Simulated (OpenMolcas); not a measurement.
## Levels of Mn4+ by method

* Program: OpenMolcas 26.06
* Basis: ANO-RCC-VTZP [6s5p3d2f1g]
* Scalar Hamiltonian: DKH2, point nucleus
* Active space: 3 electrons in 5 orbitals (3d)
* State averaging: 2S+1 = 4 even, 10 roots; 2S+1 = 2 even, 40 roots
* Spin-orbit coupling: RASSI with atomic mean-field integrals over the reference wave functions, term energies averaged over their components

Methods on the same reference wave functions:
A. CASSCF
B. SS-CASPT2, IPEA 0.25 Eh, imaginary shift 0.1 Eh (closed shells correlated: 3s 3p)
C. MS-CASPT2, IPEA 0.25 Eh, imaginary shift 0.1 Eh (closed shells correlated: 3s 3p)
D. XMS-CASPT2, IPEA 0.25 Eh, imaginary shift 0.1 Eh (closed shells correlated: 3s 3p)

Energies in cm⁻¹ above 3d³ ⁴F_3/2, the measured ground level; measured values from Corliss and Sugar, J. Phys. Chem. Ref. Data 6, 1253 (1977).

```
        Level      A      B      C      D  Measured
   3d³ ⁴F_3/2    0.0    0.0    0.0    0.0       0.0
   3d³ ⁴F_5/2    371    374    374    374       359
   3d³ ⁴F_7/2    877    881    881    881       835
   3d³ ⁴F_9/2   1504   1506   1506   1506      1412
   3d³ ⁴P_1/2  20470  17170  17160  16650     16434
   3d³ ⁴P_3/2  20621  17320  17300  16810     16595
   3d³ ²G_7/2  20933  18110  18110  18690     17892
   3d³ ⁴P_5/2  21064  17760  17760  17250     17049
   3d³ ²G_9/2  21447  18630  18640  19210     18399
   3d³ ²P_1/2  27591  24910  23540  23820     23082
   3d³ ²H_9/2  27655  25130  25500  25770     24975
  3d³ ²H_11/2  28042  25520  25890  26160     25334
3d³ ²D_5/2(1)  30469  25320  25330  25740     24630
   3d³ ²F_7/2  47482  41400  41400  41860     40423
   3d³ ²F_5/2  47707  41620  41620  42080     40707
3d³ ²D_5/2(2)  74136  64930  64930  65030     62608
3d³ ²D_3/2(2)  74403  65200  65200  65300     62854
```

Deviations, from unrounded energies. A percentage is the sum of absolute deviations over the sum of measured energies, with the sign that they share, or ± where signs differ.

```tsv
Against measurement	Levels	A	B	C	D
mean absolute deviation (cm-1)	16	4400	760	720	850
fine structure of the ground term (%)	3	+5.6	+5.9	+5.9	+5.9
other terms of the ground configuration (%)	13	+18.2	+3.1	+2.9	+3.4
```

B, C lie about equally close to measurement and A furthest from it. The largest miss of C in the table is 3d³ ²D_3/2(2), by +2300 cm-1. The ranking rests on the paired levels alone, and a cruder setting can come out closer through cancelling errors.

Among B to D the level of the table that moves most is 3d³ ²P_1/2, by 1400 cm-1 (lowest in C, highest in B). Moves below CASPT2's spread within the term are not significant.

The mean deviations of B to D differ by less than CASPT2's widest spread within a term (1500 cm-1), so their order carries little weight.

From A to B the spin-free energies of the other terms of 3d³ shown, above ⁴F, scale by factors of 0.82 to 0.91, as is usual when dynamic correlation screens the repulsion within a d or f shell.

The lowest spin-free term lies below A's lowest term by 0.326 hartree in B, 0.326 hartree in C, 0.330 hartree in D.

CASPT2 does not keep the components of a term degenerate, so their means are used; among the terms shown or strongly mixed into the levels shown the widest spread is 1500 cm-1 (3d³ ⁴F, D). The CASPT2 spread within a term exceeds the gap to the next term for 3d³ ²D(1) and 3d³ ²P, 3d³ ²P and 3d³ ²H, so the order of their levels is uncertain, and so are names and mixing where such terms share a J (figures for B; the like holds for D). Without dynamic correlation excited terms often stand tens of per cent too high (terms of higher spin than the ground term too low), and those without a measured partner can miss by more than the paired ones (holds for A). Computed and measured levels are paired by configuration, term and J; levels that our copy of the source lacks, or whose pairing is in doubt (as where it misses far off the trend of its configuration), stay unpaired and out of the deviations. Levels of configurations outside the active space are missing. Levels that lie high or do not pair safely by name in every column are left out.

A number in round brackets counts repeated terms of one configuration in the order of the reference energies.
